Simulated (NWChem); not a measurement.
System: NbN2H3F2; SMILES [NH2][Nb]([F])([F])=[NH]

NWChem input:

```
start job
memory heap 200 mb stack 900 mb global 1100 mb
geometry units angstroms noautoz
  Nb     0.008618    -0.000464    -0.042590
  N     -0.577491    -0.004084    -1.678116
  H     -0.791717    -0.006028    -2.670443
  F      1.022726    -1.547571     0.311054
  F      1.017559     1.551159     0.306012
  N     -1.632341    -0.001477     1.014308
  H     -2.588733    -0.003591     0.673515
  H     -1.623058     0.000170     2.033736
end
basis spherical
  Nb library def2-svp
  N library def2-svp
  H library def2-svp
  F library def2-svp
end
ecp
  Nb library def2-ecp
end
dft
  xc b3lyp
  iterations 150
  mulliken
end
task dft energy
```

Parts of the log:

```
             Northwest Computational Chemistry Package (NWChem) 7.3.0
             --------------------------------------------------------

 C1  symmetry detected

                             Geometry "geometry" -> ""
                             -------------------------

 Output coordinates in angstroms (scale by  1.889725989 to convert to a.u.)

  No.       Tag          Charge          X              Y              Z
 ---- ---------------- ---------- -------------- -------------- --------------
    1 Nb                  41.0000     0.00003336    -0.03259999    -0.03114453
    2 N                    7.0000    -0.00049525     0.50819465    -1.68221178
    3 H                    1.0000    -0.00064584     0.69498058    -2.68006970
    4 F                    9.0000    -1.54825575    -1.03574417     0.34769813
    5 F                    9.0000     1.55048083    -1.03237609     0.34777448
    6 N                    7.0000    -0.00180261     1.63687543     0.98010682
    7 H                    1.0000    -0.00278723     2.58350878     0.61307230
    8 H                    1.0000    -0.00187540     1.65570193     1.99940456

 Effective nuclear repulsion energy (a.u.)     485.3127643303

                                 NWChem DFT Module
                                 -----------------

 Summary of "ao basis" -> "ao basis" (spherical)
 ------------------------------------------------------------------------------
       Tag                 Description            Shells   Functions and Types
 ---------------- ------------------------------  ------  ---------------------
 Nb                         def2-svp                11       31   5s3p2d1f
 N                          def2-svp                 6       14   3s2p1d
 H                          def2-svp                 3        5   2s1p
 F                          def2-svp                 6       14   3s2p1d

            General Information
            -------------------
          SCF calculation type: DFT
          Wavefunction type:  closed shell.
          No. of atoms     :     8
          No. of electrons :    48
           Alpha electrons :    24
            Beta electrons :    24
          Charge           :     0
          Spin multiplicity:     1
          Use of symmetry is: off; symmetry adaption is: off
          Maximum number of iterations: 150
          AO basis - number of functions:   102
                     number of shells:    44
          Convergence on energy requested:  1.00D-06
          Convergence on density requested:  1.00D-05
          Convergence on gradient requested:  5.00D-04

              XC Information
              --------------
                         B3LYP Method XC Potential
                     Hartree-Fock (Exact) Exchange  0.200
                        Slater Exchange Functional  0.800 local
                    Becke 1988 Exchange Functional  0.720 non-local
              Lee-Yang-Parr Correlation Functional  0.810
                  VWN I RPA Correlation Functional  0.190 local

             Grid Information
             ----------------
          Grid used for XC integration:  medium
          Radial quadrature: Mura-Knowles
          Angular quadrature: Lebedev.
          Tag              B.-S. Rad. Rad. Pts. Rad. Cut. Ang. Pts.
          ---              ---------- --------- --------- ---------
          Nb                  1.45      123           9.0       590
          N                   0.65       49          10.0       434
          H                   0.35       45          12.0       434
          F                   0.50       49          10.0       434
          Grid pruning is: on
          Number of quadrature shells:   454
          Spatial weights used:  Erf1

      Superposition of Atomic Density Guess
      -------------------------------------

 Sum of atomic energies:        -373.32295991

      Non-variational initial energy
      ------------------------------

 Total energy =    -365.387486
 1-e energy   =    -947.406938
 2-e energy   =     367.659507
 HOMO         =      -0.379151
 LUMO         =      -0.032864

     ---------------------------------------------
      Total Density - Mulliken Population Analysis
     ---------------------------------------------

    Atom       Charge   Shell Charges
 -----------   ------   -------------------------------------------------------
    1 Nb  13    10.31  -0.33  1.62  0.75  0.20  0.04  5.93  0.25  0.09  1.40  0.27  0.10
    2 N    7     8.17   1.99  1.10  0.56  2.73  1.77  0.01
    3 H    1     0.76   0.59  0.12  0.04
    4 F    9     9.69   1.99  1.16  0.80  3.57  2.17  0.00
    5 F    9     9.69   1.99  1.16  0.80  3.57  2.17  0.00
    6 N    7     7.92   1.99  1.04  0.49  2.63  1.76  0.00
    7 H    1     0.73   0.58  0.11  0.04
    8 H    1     0.73   0.58  0.11  0.04

   convergence    iter        energy       DeltaE   RMS-Dens  Diis-err
 ---------------- ----- ----------------- --------- --------- ---------
 d= 0,ls=0.0,diis     1   -367.5985904352 -5.82D+02  3.89D-02  2.73D+00
 d= 0,ls=0.0,diis     2   -363.8365990449  3.76D+00  3.08D-02  3.47D+01
 d= 0,ls=0.0,diis     3   -367.9122086580 -4.08D+00  5.71D-03  4.28D-01
 d= 0,ls=0.0,diis     4   -367.9185824575 -6.37D-03  2.69D-03  3.28D-01
 d= 0,ls=0.0,diis     5   -367.9533798035 -3.48D-02  7.32D-04  7.78D-03
  Resetting Diis
 d= 0,ls=0.0,diis     6   -367.9543573951 -9.78D-04  1.76D-04  9.61D-04
 d= 0,ls=0.0,diis     7   -367.9544451468 -8.78D-05  2.23D-04  2.00D-04
 d= 0,ls=0.0,diis     8   -367.9543637415  8.14D-05  1.63D-04  9.16D-04
 d= 0,ls=0.0,diis     9   -367.9544642177 -1.00D-04  2.65D-05  2.28D-05
 d= 0,ls=0.0,diis    10   -367.9544668611 -2.64D-06  3.36D-06  4.20D-07
 d= 0,ls=0.0,diis    11   -367.9544669077 -4.66D-08  5.76D-07  2.59D-09

[...]
```

Level: B3LYP/def2-SVP with def2 effective core potentials on Nb. All runs use the structure optimised with PBE0/def2-SVP. No frequency run checked for a minimum. def2 effective core potentials on Nb; no spin-orbit coupling.
